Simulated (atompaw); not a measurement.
# Which change was made? (W, PAW (atompaw))

- Element: W (Z = 74)
- Generator: atompaw 4.2.0.5
- Type: PAW
- Functional: PBE
- Relativity: scalar-relativistic
- Frozen core: [Xe] 4f14
- Valence charge: 6
- Reference configuration: 5d4 6s0 6p0 (charge +2)
- Partial waves: 6s (bound, empty); 6s channel at 0.2 Ry; 6p (bound, empty); 6p channel at 0.55 Ry; 5d (bound); 5d channel at 2.85 Ry; 5f channel at 0.35 Ry
- Local potential: troulliermartins scheme with l = 4 at 0 Ry, radius 2.25 bohr
- Core correction: smooth core density matched at 2.85 bohr
- Augmentation charge: sinc compensation charge, radius 2.85 bohr; PAW radius 2.90 bohr; waves and projectors: bloechl

Cutoffs, loose and tight: the cutoffs (Ry, on a coarse ladder) from which the occupation-weighted sum of valence levels, in a spherical-Bessel basis at the reference potential, stays within 10 and 1 mRy of its value at 400 Ry. They see the waves, projectors and local potential, not the compensation charge or the core.

The base gives: outcome: generated; cutoff, loose: 30 Ry; cutoff, tight: 35 Ry; bound ghosts: s, p.

**Question.** After one change the result is: outcome: generated, no UPF (negative core plus compensation charge); cutoff, loose: 30 Ry; cutoff, tight: 35 Ry; bound ghosts: s, p. Which change was it?
A. augmentation sinc compensation charge, radius 2.18 bohr; PAW radius 2.90 bohr; waves and projectors: bloechl
B. reference 5d4 6s1.75 6p0.25
C. local potential bessel scheme, radius 2.25 bohr

**Answer.** A. The others give: local potential bessel scheme, radius 2.25 bohr → outcome: generated; cutoff, loose: 18 Ry; cutoff, tight: 25 Ry; bound ghosts: p | reference 5d4 6s1.75 6p0.25 → outcome: failed: atompaw: The overlap operator has at least one negative eigenvalue!.
